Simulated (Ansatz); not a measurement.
Reaction (ligand exchange at a B–C bond): `C=C=C(F)BC` + CH₃OH → `CBOC` + `C=C=CF`

Isolated molecules relaxed with PBE0-D4/def2-TZVP in Ansatz; ΔE leaves out vibrations. CCSD(T)/CBS adds triple-zeta CCSD(T) − MP2 to the extrapolated MP2 energy (def2 sets, frozen cores). This one scheme is used for every species. Each species was taken in one conformer, which may not be the lowest.

```json
{"species": "`C=C=C(F)BC`", "MP2/def2-TZVPP energy (Eh)": "-280.11138"}
{"species": "CH₃OH", "MP2/def2-TZVPP energy (Eh)": "-115.52185"}
{"species": "`CBOC`", "MP2/def2-TZVPP energy (Eh)": "-180.16669"}
{"species": "`C=C=CF`", "MP2/def2-TZVPP energy (Eh)": "-215.50783"}
```

**Question.** Work out ΔE.

**Answer.** ΔE = (-180.16669) + (-215.50783) − (-280.11138) − (-115.52185) = -0.04129 Eh = -1.12 eV. CCSD(T)/CBS gives -1.12 eV.

Largest T1 diagnostic among the species: 0.013.

In def2-TZVPP, CCSD(T) changes the Hartree–Fock value by +0.04 eV (the triples alone add +0.01 eV) and MP2 by +0.06 eV.
